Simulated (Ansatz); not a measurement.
Program: Ansatz. Geometries: PBE0-D4/def2-TZVP. ΔE: electronic, gas phase. CBS: MP2 limit from def2 TZ/QZ plus the TZ coupled-cluster correction, frozen cores. This one scheme is used for every species. DFT in def2-TZVPP. B3LYP here is the variant with VWN-RPA as its local correlation; programs differ in this. Elements past krypton have def2 core potentials. For Te outer-core shells are correlated without core-valence functions, which leaves a few kJ/mol of doubt a bond. One conformer a species, not always the lowest.

`CC[Te][SiH3]` + `C=O` → `O=C[Te][SiH3]` + ethane  (formal exchange of groups at a Te–C bond)

**Question.** Is it downhill or uphill in electronic energy at CCSD(T)/CBS, and by how much? (Estimate.)

**Answer.** Ansatz gave: Downhill: ΔE = -32.7 kJ/mol.

**Question.** What do these levels give: r2SCAN-D4, B3LYP-D4, ωB97X-V, MP2/def2-TZVPP, CCSD/def2-TZVPP, CCSD/CBS(def2)? (An estimate is asked.)

**Answer.** Computed: r2SCAN-D4 -57.8, B3LYP-D4 -46.7, ωB97X-V -35.2, MP2/def2-TZVPP -32.5, CCSD/def2-TZVPP -28.5, CCSD/CBS(def2) -28.2 kJ/mol.

Largest T1 diagnostic among the species: 0.016.

From PBE to PBE0 (25 % exact exchange), in def2-TZVPP and without D4, ΔE moves by +13.1 kJ/mol. The D4 term adds +4.7 kJ/mol with B3LYP and +2.7 kJ/mol with PBE0; it sums over pairs of atoms, weighted by their polarisabilities, and B3LYP, whose exchange is more repulsive, gets the larger term. In def2-TZVPP, CCSD(T) changes the Hartree–Fock value by −9.8 kJ/mol (the triples alone add −4.6 kJ/mol) and MP2 by −9.3 kJ/mol.
